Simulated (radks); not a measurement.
Results of a calculation; reference values are marked as such.
Eu2+, configuration [Xe] 4f7. Code: a radial shooting solver on a logarithmic mesh with Libxc functionals. Model: scalar-relativistic Kohn-Sham, PBE, spin-unpolarised, spherical densities, finite nucleus; Fermi nuclear charge, rms radius 5.1115 fm; hard spherical wall at 3.5 bohr.

Unscreened Slater integrals over Kohn-Sham orbitals (eV). Empty in this configuration: 5d.

F0(4f,4f): 27.346
F2(4f,4f): 12.608
F4(4f,4f): 7.8306
F6(4f,4f): 5.6107
F0(4f,5p): 18.316
F2(4f,5p): 6.6509
G2(4f,5p): 3.8325
G4(4f,5p): 2.8916
F0(4f,5s): 20.280
G3(4f,5s): 4.2300
F0(4f,4d): 31.457
F2(4f,4d): 14.704
F4(4f,4d): 9.3008
G1(4f,4d): 17.269
G3(4f,4d): 10.756
G5(4f,4d): 7.5804
F0(4f,5d): 15.515
F2(4f,5d): 4.7494
F4(4f,5d): 2.5163
G1(4f,5d): 2.6685
G3(4f,5d): 2.1262
G5(4f,5d): 1.6123
F0(5p,5p): 15.598
F2(5p,5p): 8.5365
F0(5p,5s): 16.539
G1(5p,5s): 11.168
F0(5p,4d): 19.401
F2(5p,4d): 5.3661
G1(5p,4d): 1.4841
G3(5p,4d): 1.4405
F0(5p,5d): 13.968
F2(5p,5d): 7.4051
G1(5p,5d): 8.9122
G3(5p,5d): 5.6561
F0(5s,5s): 17.765
F0(5s,4d): 21.779
G2(5s,4d): 2.2701
F0(5s,5d): 14.521
G2(5s,5d): 5.9339
F0(4d,4d): 37.426
F2(4d,4d): 19.017
F4(4d,4d): 12.713
F0(4d,5d): 16.151
F2(4d,5d): 3.4679
F4(4d,5d): 1.4768
G0(4d,5d): 0.78198
G2(4d,5d): 0.93308
G4(4d,5d): 0.76709
F0(5d,5d): 12.929
F2(5d,5d): 7.3273
F4(5d,5d): 5.0638

Derived for the open shells (J is the average intra-shell exchange parameter used in DFT+U). 4f: F4/F2 = 0.621, F6/F2 = 0.445, J = (286 F2 + 195 F4 + 250 F6)/6435 = 1.016 eV.
